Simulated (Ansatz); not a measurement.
Saddle point of GaN$_{2}$H$_{9}$, singlet (GaNH₆ ([NH3][GaH3]) + NH₃ → GaN₂H₇ ([NH2][GaH2][NH3]) + H₂; bonds formed: Ga1–N8, H2–H7, H5–N8; dative contacts that become bonds: Ga1–N6; bonds broken: Ga1–H2, H5–N6, H7–N8), PBE0-D4/def2-TZVP structure:

```
12
angstrom
Ga -1.0835 0.5107 -1.0602
H 0.6883 0.5734 -1.3022
H -1.4996 -0.5011 -2.1930
H -1.4359 2.0452 -1.0769
H 0.6502 -0.4722 1.0003
N -1.1375 -0.2687 0.7076
H 1.1553 0.1987 -0.5224
N 1.6253 -0.3438 0.6271
H -1.5882 0.3411 1.3796
H -1.6543 -1.1401 0.7233
H 2.1724 0.2826 1.2024
H 2.1075 -1.2258 0.5142
```

Energies are electronic, without zero-point energy. Barriers and step energies count from the start structure reached by relaxing down the imaginary mode; all methods use the PBE0-D4 structures, on which another method's saddle can fall below an end. Program: Ansatz 0.2.0. Basis: def2-TZVPP, with def2-QZVPP for the basis limit. Cores are frozen in the correlated methods. Filled d shells of the heavier atoms are correlated. The def2 sets are not built for correlating such inner shells, so the correlated values are less sure here. B3LYP uses VWN-RPA correlation. Extrapolation: Hartree–Fock as exp(−7.88 √X), correlation as X^−2.97.

| method | barrier (kcal/mol) | step energy (kcal/mol) |
| --- | --- | --- |
| SPW92 | 20.05 | 11.03 |
| PBE-D4 | 24.68 | 7.63 |
| BLYP-D4 | 26.24 | 6.15 |
| r2SCAN-D4 | 27.02 | 6.75 |
| B97M-V | 31.46 | 9.89 |
| PBE0-D4 | 28.49 | 8.20 |
| B3LYP-D4 | 29.27 | 7.00 |
| r2SCAN0-D4 | 29.90 | 7.37 |
| BHLYP-D4 | ? | 7.59 |
| CAM-B3LYP-D4 | 30.87 | 7.67 |
| wB97X-V | ? | 6.86 |
| wB97M-V | 32.32 | 6.87 |
| B2PLYP | 30.91 | 6.20 |
| PBE-QIDH | 31.23 | 6.96 |
| RPA on PBE | 32.72 | 5.38 |
| HF | 43.54 | 7.22 |
| MP2 | ? | 4.29 |
| CCSD | 34.64 | 6.23 |
| CCSD(T) | 32.71 | 5.83 |

(1) Fill in the withheld barriers. (To be estimated.)

The T1 diagnostic stays at or below 0.012. The end structure is not quite a true minimum (one mode of 40i cm⁻¹).

Answers

(1) Computed: MP2 31.09; BHLYP-D4 33.84; wB97X-V 32.13 kcal/mol. Each is the energy of the saddle less that of the start structure, by the same method.

For comparison, the barrier by CCSD(T) at an estimated basis limit (MP2 extrapolated from triple and quadruple zeta, plus CCSD(T) − MP2 in triple zeta) is 32.10 kcal/mol.

The step is the kind of exchange with an N–H group that builds nitride films in atomic layer and chemical vapour deposition.

Labels in which every atom is bracketed show which atoms are joined, not bond orders.

For scale, one of the runs: CCSD(T)/def2-TZVPP, 236 basis functions, launched by `ansatz run in.yaml --threads 4 --pin off --events-out ev --progress --plain --max-ram 9574MiB`. Hardware: 4 CPU threads of an Arm Neoverse V2, shared host. Wall time 110 s; peak host memory 4.4 GiB.
